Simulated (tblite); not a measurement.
Compound: C5H4F3OP.
SMILES with atom numbers: `[CH:1]#[C:2][CH2:3][P@@H:4](=[O:5])[C:6]([F:7])=[C:8]([F:9])[F:10]` (hydrogens: H11 on C1; H12, H13 on C3; H14 on P4)

A start from a force field or distance geometry was refined with GFN2-xTB geometry optimisation, gas phase (tblite 0.8.0). Values at the start:

```tsv
coordinate	start
C1≡C2	1.202 Å
C1–H11	1.069 Å
C2–C3	1.466 Å
C3–P4	1.824 Å
C3–H12	1.099 Å
C3–H13	1.099 Å
P4=O5	1.509 Å
P4–C6	1.742 Å
P4–H14	1.421 Å
C6–F7	1.353 Å
C6=C8	1.346 Å
C8–F9	1.341 Å
C8–F10	1.348 Å
C2–C3–P4	114.0°
C3–P4–O5	107.5°
P4–C6–F7	119.5°
P4–C6–C8	121.6°
O5–P4–C6	119.7°
C6–C8–F9	120.0°
F7–C6–C8	118.9°
F9–C8–F10	120.5°
C2–C3–P4–O5	171°
C3–P4–C6–F7	-63°
P4–C6–C8–F9	180°
```

Q: How do these coordinates change at the GFN2-xTB level?

A: 
| coordinate | GFN2-xTB (Å or °) | change |
| --- | --- | --- |
| P4–C6 | 1.836 | +0.094 |
| P4=O5 | 1.460 | -0.049 |
| P4–H14 | 1.389 | -0.032 |
| C2–C3 | 1.442 | -0.024 |
| C8–F10 | 1.325 | -0.023 |
| C8–F9 | 1.318 | -0.023 |
| C6=C8 | 1.324 | -0.022 |
| C1–H11 | 1.049 | -0.020 |
| C6–F7 | 1.340 | -0.013 |
| C3–P4 | 1.830 | +0.006 |
| C1≡C2 | 1.197 | -0.005 |
| C3–H12 | 1.095 | -0.004 |
| C3–H13 | 1.097 | -0.002 |
| F9–C8–F10 | 111.0 | -9.5 |
| C3–P4–O5 | 115.7 | +8.2 |
| C6–C8–F9 | 127.8 | +7.8 |
| O5–P4–C6 | 112.9 | -6.8 |
| P4–C6–F7 | 114.6 | -4.9 |
| C2–C3–P4 | 110.9 | -3.1 |
| P4–C6–C8 | 124.1 | +2.5 |
| F7–C6–C8 | 121.1 | +2.2 |
| C2–C3–P4–O5 | -176 | +13 |
| C3–P4–C6–F7 | -50 | +13 |
| P4–C6–C8–F9 | 177 | -3 |

The energy falls by 11.2 kcal/mol over 108 L-BFGS steps, the largest force on an atom goes from 4.69 to 0.009 eV/Å, and the atoms move by 0.255 Å rms after alignment. The bond that changes most is P4–C6 (phosphoryl phosphorus to vinylic C–F carbon), which lengthens by 0.094 Å. Bonds longer at the end by more than 0.005 Å: 2 of 13; shorter: 9. Among the dihedrals that turn most is O5–P4–C6–C8, from -126° to -100°. Rotational constants go from 1286, 918.4, 728.4 to 1388, 872.1, 707.4 MHz.

The run took 0.8 s of wall time on one thread of an Arm Neoverse V1 (shared host).

Its lowest GFN2-xTB frequency is 12 cm⁻¹, too small to tell a flat minimum from a shallow saddle. One conformer, not necessarily the lowest.

The numbers are calculated, not measured.
